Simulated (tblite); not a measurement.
Compound: C6H8N (charge +1).
SMILES: `C[n+]1ccccc1`

Computed geometry: GFN2-xTB, gas phase.

Masses are those of the commonest isotopes; rigid-rotor values at the optimised geometry. 

(1) What are A, B and C (cm⁻¹)?

(2) Classify the top.

(3) Is it planar, by Δ = Ic − Ia − Ib?

(4) Give the coordinates in the principal-axis frame, origin at the centre of mass.

Results:

(1) Ia = 87.69, Ib = 190.84, Ic = 275.39 u·Å²; 505379 MHz·u·Å²/I gives 5763, 2648 and 1835 MHz, that is A = 0.19223, B = 0.08833, C = 0.06121 cm⁻¹.

(2) An asymmetric top; Ray's κ = -0.586.

(3) Not planar: Δ = Ic − Ia − Ib = -3.15 u·Å². For a rigid frame Δ = −2 Σ m c², so Σ m c² = 1.58 u·Å² lies off the ab plane, practically all of it from hydrogen. The atom farthest from that plane is 0.99 Å away.

(4) The sense of each axis is arbitrary; atoms in the order of the calculation.
| atom | mass (u) | a (Å) | b (Å) | c (Å) |
| --- | --- | --- | --- | --- |
| C1 | 12.000 | 2.342 | 0.000 | 0.001 |
| N2 | 14.003 | 0.896 | 0.009 | -0.006 |
| C3 | 12.000 | 0.238 | -1.157 | 0.000 |
| C4 | 12.000 | -1.140 | -1.199 | 0.002 |
| C5 | 12.000 | -1.856 | -0.008 | -0.002 |
| C6 | 12.000 | -1.155 | 1.190 | 0.002 |
| C7 | 12.000 | 0.226 | 1.165 | 0.000 |
| H8 | 1.008 | 2.711 | -0.272 | 0.992 |
| H9 | 1.008 | 2.720 | -0.728 | -0.716 |
| H10 | 1.008 | 2.732 | 0.983 | -0.257 |
| H11 | 1.008 | 0.833 | -2.059 | 0.004 |
| H12 | 1.008 | -1.645 | -2.152 | 0.005 |
| H13 | 1.008 | -2.935 | -0.014 | -0.008 |
| H14 | 1.008 | -1.670 | 2.138 | 0.005 |
| H15 | 1.008 | 0.805 | 2.078 | 0.004 |

Its lowest GFN2-xTB frequency is 6i cm⁻¹, too small to tell a flat minimum from a shallow saddle. Zero-point vibration and centrifugal distortion are left out.
